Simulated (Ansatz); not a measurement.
H$_{6}$AlN$_{3}$, SMILES `[NH2][Al]([NH2])[NH2]` with one electron removed (charge 1, multiplicity 2), frozen-core CCSD(T)/cc-pVTZ // B3LYP-D3(BJ)/def2-TZVP (Ansatz, an electronic-structure program). The run hit its time limit unfinished.

Ansatz 0.2 input:
```yaml
crystal:
  periodic: [false, false, false]
  atoms:
    - { symbol: N, position_ang: [-0.702843, -1.607836, -0.262183] }
    - { symbol: Al, position_ang: [0.0, 0.000009, 0.000003] }
    - { symbol: N, position_ang: [-1.056467, 1.419375, 0.131076] }
    - { symbol: N, position_ang: [1.759312, 0.188466, 0.131118] }
    - { symbol: H, position_ang: [-0.184114, -2.427656, -0.531935] }
    - { symbol: H, position_ang: [-1.678933, -1.834445, -0.163175] }
    - { symbol: H, position_ang: [-2.033135, 1.436636, -0.113409] }
    - { symbol: H, position_ang: [-0.767437, 2.32581, 0.460838] }
    - { symbol: H, position_ang: [2.41326, -0.567077, 0.255289] }
    - { symbol: H, position_ang: [2.250356, 1.066718, 0.092379] }
basis:
  gaussian: { orbitals: cc-pVTZ }
correlation:
  method: ccsd_t
total_charge: 1
magnetization:
  spin_polarized: true
  initial_magnetization: 1
```

The last lines of the output:

```
mean field evaluation 64: about -11119.3421 eV, gradient 1.3e1 eV
mean field evaluation 96: about -11119.4862 eV, gradient 1.2e1 eV
mean field evaluation 128: about -11115.4470 eV, gradient 1.1e0 eV
mean field evaluation 160: about -11119.0324 eV, gradient 4.6e-1 eV
mean field evaluation 192: about -11119.1447 eV, gradient 1.5e0 eV
mean field evaluation 224: about -11119.2285 eV, gradient 2.1e0 eV
mean field evaluation 256: about -11115.4579 eV, gradient 5.4e-2 eV
mean field evaluation 288: about -11119.8539 eV, gradient 1.7e-3 eV
mean field evaluation 320: about -11115.5482 eV, gradient 8.7e-2 eV
mean field evaluation 352: about -11119.0324 eV, gradient 5.0e-1 eV
mean field evaluation 384: about -11119.2438 eV, gradient 2.2e0 eV
mean field evaluation 416: about -11119.6026 eV, gradient 3.1e0 eV
mean field -11120.35497249 eV, -408.6655075918 hartree, gradient 1.8e-6 eV, S^2 0.759458; 14 other end points of the search recorded, 0 dependent functions left out
determinant -11120.35497249 eV, -408.6655075918 hartree, with singles and doubles -11139.79322351 eV, -409.3798501411 hartree
determinant -11120.35496092 eV, -408.6655071665 hartree, with singles and doubles -11139.79255316 eV, -409.3798255059 hartree
determinant -11119.85390246 eV, -408.6470936077 hartree, with singles and doubles -11139.80085197 eV, -409.3801304815 hartree
determinant -11119.85388800 eV, -408.6470930764 hartree, with singles and doubles -11139.63474263 eV, -409.3740260762 hartree
determinant -11118.09208130 eV, -408.5823478744 hartree, with singles and doubles -11138.49193472 eV, -409.3320286601 hartree
determinant -11120.35497249 eV, -408.6655075918 hartree, with singles and doubles -11139.61831448 eV, -409.3734223526 hartree
determinant -11120.35496092 eV, -408.6655071665 hartree, with singles and doubles -11139.61831044 eV, -409.3734222041 hartree
determinant -11119.85390246 eV, -408.6470936077 hartree, with singles and doubles -11139.63474651 eV, -409.3740262185 hartree
determinant -11120.35497249 eV, -408.6655075918 hartree, with singles and doubles -11139.66626766 eV, -409.3751845995 hartree
determinant -11120.35496092 eV, -408.6655071665 hartree, with singles and doubles -11139.66626800 eV, -409.3751846122 hartree
determinant -11119.85390246 eV, -408.6470936077 hartree, with singles and doubles -11139.63629178 eV, -409.3740830062 hartree
determinant -11119.85388800 eV, -408.6470930764 hartree, with singles and doubles -11139.63628771 eV, -409.3740828566 hartree
```
